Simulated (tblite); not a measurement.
Compound: CH9NOSi3.
Bonds: O1–C2 (double), C2–Si3, Si3–N4, N4–Si5, N4–Si6. Hydrogens: H7 on C2; H8, H9 on Si3; H10, H11, H12 on Si5; H13, H14, H15 on Si6.

Computed with GFN2-xTB (tblite), gas phase: L-BFGS steps from a force-field or distance-geometry start until the largest atomic force falls under 0.01 eV/Å.

Step 0: E = -514.4255 eV
```
atom  x, y, z in Å  |  force x, y, z in eV/Å
O1      2.0273   -1.1600    1.3041    0.441   0.805  -1.857
C2      2.2763   -0.6324    0.2030    0.583  -2.826   3.299
Si3     1.2046    0.6946   -0.3773   -1.421   2.877  -1.690
N4     -0.4774    0.2966   -0.6843    0.001  -0.299   1.572
Si5    -0.9379   -1.4080   -0.4481   -0.259  -0.475  -0.367
Si6    -1.5030    1.2842    0.4178   -0.275  -0.164   0.087
H7      3.1518   -1.0155   -0.3241    0.257   0.032  -0.339
H8      1.2441    1.8692    0.5488    0.245  -0.526  -0.162
H9      1.7684    1.2066   -1.6507   -0.113  -0.191   0.070
H10    -2.2815   -1.5897   -1.0467    0.278   0.214   0.074
H11    -0.0514   -2.3594   -1.1640   -0.009   0.462   0.171
H12    -1.0463   -1.7941    0.9750    0.157   0.080  -0.272
H13    -0.8400    1.4832    1.7364   -0.292  -0.097  -0.324
H14    -2.7553    0.5234    0.6271    0.238   0.277  -0.089
H15    -1.7841    2.6094   -0.1390    0.169  -0.171  -0.173
```

Step 1: E = -514.6023 eV
```
atom  x, y, z in Å  |  force x, y, z in eV/Å
O1      2.0336   -1.1485    1.2776   -0.728  -2.106   3.933
C2      2.2846   -0.6728    0.2501    0.376   1.857  -3.268
Si3     1.1843    0.7357   -0.4015    0.127   0.712  -0.625
N4     -0.4773    0.2923   -0.6618   -0.331  -0.325   1.292
Si5    -0.9416   -1.4148   -0.4534   -0.129  -0.276  -0.184
Si6    -1.5069    1.2818    0.4191   -0.225  -0.072   0.088
H7      3.1555   -1.0151   -0.3290    0.374  -0.140  -0.253
H8      1.2476    1.8617    0.5465    0.203  -0.199  -0.016
H9      1.7667    1.2039   -1.6497    0.003  -0.005  -0.327
H10    -2.2775   -1.5867   -1.0456    0.123   0.185  -0.002
H11    -0.0515   -2.3528   -1.1616    0.072   0.363   0.089
H12    -1.0441   -1.7930    0.9711    0.135   0.046  -0.245
H13    -0.8442    1.4818    1.7318   -0.264  -0.073  -0.239
H14    -2.7519    0.5274    0.6258    0.103   0.198  -0.070
H15    -1.7816    2.6070   -0.1415    0.160  -0.164  -0.174
```

Step 2: E = -514.7490 eV
```
atom  x, y, z in Å  |  force x, y, z in eV/Å
O1      2.0286   -1.1652    1.3071    0.228  -0.130  -0.234
C2      2.2911   -0.6684    0.2343   -0.703   0.236   0.565
Si3     1.1786    0.7569   -0.4159    0.217   0.032  -0.156
N4     -0.4806    0.2876   -0.6414   -0.214  -0.274   1.046
Si5    -0.9441   -1.4198   -0.4570   -0.049  -0.194  -0.012
Si6    -1.5105    1.2803    0.4203   -0.204   0.011   0.141
H7      3.1604   -1.0163   -0.3331    0.284  -0.143  -0.151
H8      1.2508    1.8571    0.5455    0.198  -0.042   0.056
H9      1.7662    1.2029   -1.6525    0.088   0.093  -0.582
H10    -2.2749   -1.5838   -1.0453    0.009   0.167  -0.062
H11    -0.0508   -2.3470   -1.1599    0.135   0.288   0.015
H12    -1.0420   -1.7921    0.9674    0.115   0.018  -0.222
H13    -0.8482    1.4806    1.7279   -0.237  -0.048  -0.164
H14    -2.7497    0.5307    0.6247   -0.017   0.133  -0.056
H15    -1.7792    2.6045   -0.1440    0.150  -0.145  -0.184
```

**Question.** Estimate the geometry and energy of step 3. (The exact step hangs on the optimiser's Hessian estimate; all steps are aligned on step 2, rigid shifts and turns removed.)

**Answer.** E = -514.7963 eV, largest force 0.860 eV/Å
```
atom  x, y, z in Å  |  force x, y, z in eV/Å
O1      2.0309   -1.1718    1.3113    0.193   0.009  -0.396
C2      2.2826   -0.6649    0.2398   -0.287  -0.021   0.435
Si3     1.1795    0.7650   -0.4234    0.077  -0.136  -0.050
N4     -0.4848    0.2819   -0.6185    0.022  -0.203   0.835
Si5    -0.9458   -1.4245   -0.4584   -0.040  -0.123   0.050
Si6    -1.5148    1.2800    0.4229   -0.186   0.073   0.151
H7      3.1664   -1.0188   -0.3368   -0.085   0.023   0.060
H8      1.2549    1.8549    0.5460    0.190   0.013   0.056
H9      1.7673    1.2039   -1.6623    0.069   0.081  -0.566
H10    -2.2739   -1.5803   -1.0461   -0.048   0.149  -0.092
H11    -0.0486   -2.3406   -1.1590    0.185   0.224  -0.039
H12    -1.0395   -1.7916    0.9628    0.094  -0.029  -0.146
H13    -0.8532    1.4794    1.7240   -0.200  -0.019  -0.064
H14    -2.7492    0.5338    0.6235   -0.124   0.077  -0.039
H15    -1.7761    2.6015   -0.1477    0.138  -0.118  -0.195
```

The energy changes by -0.0473 eV. The first-order estimate −F·Δx gives -0.0581 eV and the mean of the old and new forces, exact on a quadratic surface, -0.0474 eV. The step makes an angle of 26° with the force vector and moves no atom by more than 0.024 Å.

What follows is the cost of the whole relaxation. On one thread of an Arm Neoverse N1, shared host, this took 2.4 s.
